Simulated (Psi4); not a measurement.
Two rigid molecules brought together: CH2O ··· H6Si2 (SMILES C=O and [SiH3][SiH3]). Monomers: optimised at B3LYP-D3(BJ) (def2-TZVP), held rigid. Orientation: a higher rigid-body minimum at GFN2-xTB. R is the distance of the centres of mass, along which the second monomer moves.

Geometry at R = 3.45 Å (first 4 atoms: monomer A):
```
12

C     -0.0057     0.0009     0.0009
O      1.1682    -0.1728    -0.1691
H     -0.7186    -0.8426     0.0836
H     -0.4438     1.0146     0.0846
Si     1.0305     0.2287     3.4848
Si     3.1580     0.3456     2.5071
H      0.7547     1.4593     4.2656
H      0.9461    -0.9391     4.3954
H     -0.0102     0.0890     2.4372
H      4.1987     0.4853     3.5547
H      3.2424     1.5134     1.5966
H      3.4337    -0.8850     1.7263
```

- SCS-MP2/aug-cc-pVDZ = DF-SCS-MP2/aug-cc-pVDZ, frozen core, counterpoise-corrected run with Psi4 1.11
- SAPT0/jun-cc-pVDZ, frozen core (Psi4)

Interaction energies in kcal/mol:

| R / Å | SCS-MP2/aug-cc-pVDZ |
|---|---|
| 2.86 | 10.79 |
| 3.08 | 4.88 |
| 3.25 | 2.26 |
| 3.45 | 0.53 |
| 3.63 | -0.26 |
| 3.84 | -0.66 |
| 4.15 | -0.76 |
| 4.44 | -0.65 |
| 4.93 | -0.42 |
| 5.67 | -0.19 |
| 6.67 | -0.08 |
| 7.96 | -0.03 |

Estimate the SAPT0/jun-cc-pVDZ values at these points.

2.86: 7.74; 3.08: 3.16; 3.25: 1.17; 3.45: -0.12; 3.63: -0.67; 3.84: -0.91; 4.15: -0.88; 4.44: -0.73; 4.93: -0.46; 5.67: -0.22; 6.67: -0.09; 7.96: -0.03 (kcal/mol).
